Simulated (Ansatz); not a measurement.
Molecule: C$_{5}$H$_{14}$OSi, net charge 0, singlet state. SMILES: CCO[Si](C)(C)C
Coordinates optimised at B3LYP-D3(BJ)/def2-TZVP (Ansatz, an electronic-structure program):
```xyz
21

C      3.0657     0.6639     0.5496
C      1.5703     0.8848     0.6506
O      0.8944    -0.1374    -0.0641
Si    -0.7518    -0.2673    -0.2055
C     -1.0370    -1.7893    -1.2462
C     -1.5338    -0.4571     1.4883
C     -1.4515     1.2580    -1.0426
H      3.3359    -0.3060     0.9694
H      3.3835     0.6855    -0.4938
H      3.6053     1.4418     1.0942
H      1.2597     0.8765     1.7026
H      1.3072     1.8674     0.2402
H     -0.5679    -1.6843    -2.2265
H     -0.6154    -2.6743    -0.7655
H     -2.1044    -1.9647    -1.3998
H     -1.1265    -1.3232     2.0146
H     -2.6145    -0.5957     1.4027
H     -1.3664     0.4241     2.1121
H     -1.2832     2.1589    -0.4479
H     -2.5303     1.1597    -1.1877
H     -0.9952     1.4128    -2.0229
```
Charge 0, spin multiplicity 1.

Wanted: atomisation energy (electronic, to ground-state atoms); the coupled-cluster value holds the core correlation from cc-pwCVTZ, in eV. Valence correlation only, unless marked. Open shells are spin-unrestricted. No spin-orbit coupling. No relativistic terms. CBS marks a two-point X^-3 extrapolation of the correlation energy; Hartree-Fock from the larger set. [CCSD(T)-MP2]/basis is that difference in the basis named.

Level to compare with: RI-MP2/CBS(aug-cc-pV(T+d)Z,aug-cc-pV(Q+d)Z)+[CCSD(T)-MP2]/aug-cc-pV(T+d)Z plus the core term (Ansatz), 85.29 eV. It is a level with limits of its own, and the differences hold the functionals' basis error too.

Question: Rank these functionals by how close they come to RI-MP2/CBS(aug-cc-pV(T+d)Z,aug-cc-pV(Q+d)Z)+[CCSD(T)-MP2]/aug-cc-pV(T+d)Z, closest first: wB97X/def2-TZVPD (Ansatz); PBE/def2-TZVPD (Ansatz); wB97M-V/def2-TZVPD (Ansatz).

Answer: PBE/def2-TZVPD (GGA, 85.41 eV, difference 0.12), wB97M-V/def2-TZVPD (range-separated hybrid meta-GGA with VV10, 85.02 eV, difference -0.27), wB97X/def2-TZVPD (range-separated hybrid, 84.78 eV, difference -0.51)
